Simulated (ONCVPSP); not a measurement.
Sb (Z = 51), ONCV: configuration errors across variants

* Element: Sb
* Generator: ONCVPSP 4.0.1
* Type: optimised norm-conserving Vanderbilt (ONCV)
* Functional: PBEsol
* Relativity: scalar-relativistic
* Frozen core: [Ar] 3d10
* Valence charge: 23
* Reference configuration: 4s2 4p6 4d10 5s2 5p3
* Partial waves: 4s+5s: rc 1.15 bohr, ncon 4, nbas 7, qcut 10.1 1/bohr, 2 projectors; 4p+5p: rc 1.70 bohr, ncon 5, nbas 9, qcut 8.1 1/bohr, 2 projectors; 4d: rc 1.25 bohr, ncon 4, nbas 8, qcut 13.9 1/bohr, 3 projectors, debl 0.8 Ha
* Local potential: polynomial inside 0.90 bohr (lpopt 3, dvloc0 0 Ha)
* Core correction: Teter function, fcfact 2.75, rcfact 1.05

In the d channel the program set the typed energies aside and used -1.229, 0.250, 1.050 Ha.

All-electron excitation energies from the reference (eV): (1) 4s2 4p6 4d10 5s2 5p2 8.344; (2) 4s2 4p6 4d10 5s2 5p1 24.357; (3) 4s2 4p6 4d10 5s2 5p0 48.802; (4) 4s2 4p6 4d9 5s2 5p4 31.046.

1 further variants failed, have other tests or too few solved ones, and are left out.

A true bound ghost makes a file unfit for plane-wave use even where its test errors are small: the radial tests pick states by their node count and pass the ghost by.

Errors AE − PS in meV (a dash: test not solved or not reliable):

```tsv
change	(1)	(2)	(3)	(4)	bound ghosts	GHOST(+) flags above zero
base	-1.9	-6.1	-13	+0.3	none	s
d: rc 0.84; local potential polynomial inside 0.84 bohr (lpopt 3, dvloc0 0 Ha)	-1.9	-6.1	-13	+3.9	d	s, d
d: rc 0.98	-1.9	-6.1	-13	+1.3	d	s
d: rc 1.14	-1.9	-6.1	-13	+0.6	none	s
d: rc 1.28	-1.9	-6.1	-13	+0.3	none	s
d: rc 1.52	-1.9	-6.1	-14	+7.6	none	s
d: rc 1.66	-1.9	-6.2	-13	+6.3	none	s
```

(1) Give the same row for: d: rc 1.42.

Answers

(1) -1.9, -6.1, -13, +1.6; bound ghosts: none; GHOST(+) flags above zero: s.
